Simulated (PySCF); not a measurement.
Radial density of Ca⁺ (calcium, charge +1)

PBE, [Ar] 4s1, 2S determinant. All numbers are calculated (PySCF 2.14, scalar relativity by spin-free X2C-1e, in x2c-TZVPall).

| r (bohr) | 4πr²ρ (e/bohr) | 4πr²(ρα − ρβ) |
| --- | --- | --- |
| 0.00149 | 0.1757 | 0.0001 |
| 0.00250 | 0.4528 | 0.0002 |
| 0.00421 | 1.148 | 0.0005 |
| 0.00708 | 2.791 | 0.0013 |
| 0.0119 | 6.309 | 0.0028 |
| 0.0200 | 12.57 | 0.0054 |
| 0.0337 | 20.32 | 0.0077 |
| 0.0567 | 23.46 | 0.0053 |
| 0.0954 | 18.50 | -0.0017 |
| 0.160 | 19.00 | 0.0064 |
| 0.270 | 24.52 | 0.0205 |
| 0.454 | 11.70 | -0.0001 |
| 0.763 | 6.519 | 0.0574 |
| 1.28 | 6.406 | 0.0032 |
| 2.16 | 1.237 | 0.1820 |
| 3.63 | 0.3489 | 0.3278 |
| 6.11 | 0.04578 | 0.0457 |
| 10.3 | 0.0001480 | 0.0001 |

Densities and radii are taken from the X2C orbitals without a picture-change correction, which distorts them close to the nucleus.
